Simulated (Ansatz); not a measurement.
`C[Si](O)(S)Cl` + H₂S → `O[Si](S)(S)Cl` + CH₄  (ligand exchange at the Si–C bond)

Calculated with Ansatz (gas phase, PBE0-D4/def2-TZVP geometries, no zero-point term in ΔE). CCSD(T)/CBS adds triple-zeta CCSD(T) − MP2 to the extrapolated MP2 energy (def2 sets, frozen cores). This one scheme is used for every species. Functionals use def2-TZVPP. Each species was taken in one conformer, which may not be the lowest.

```json
{"level": "r2SCAN-D4", "ΔE (kcal/mol)": "-13.8"}
{"level": "ωB97X-V", "ΔE (kcal/mol)": "-12.5"}
{"level": "ωB97M-V", "ΔE (kcal/mol)": "-12.5"}
{"level": "PBE0", "ΔE (kcal/mol)": "-13.2"}
{"level": "HF/def2-TZVPP", "ΔE (kcal/mol)": "-11.8"}
{"level": "CCSD/def2-TZVPP", "ΔE (kcal/mol)": "-11.6"}
{"level": "HF/def2-QZVPP", "ΔE (kcal/mol)": "-11.6"}
{"level": "SCS-MP2/def2-QZVPP", "ΔE (kcal/mol)": "-13.2"}
```

Problem. What does CCSD(T)/CBS give? (An estimate is asked.)

Solution. Ansatz gave: -12.8 kcal/mol. The listed levels differ from it by -1.0, 0.3, 0.3, -0.4, 1.0, 1.2, 1.2, -0.4 kcal/mol.

Largest T1 diagnostic among the species: 0.011.

The D4 term adds −0.9 kcal/mol with B3LYP and −0.4 kcal/mol with PBE0; it sums over pairs of atoms, weighted by their polarisabilities, and B3LYP, whose exchange is more repulsive, gets the larger term.

B3LYP here is the variant with VWN-RPA as its local correlation; programs differ in this.
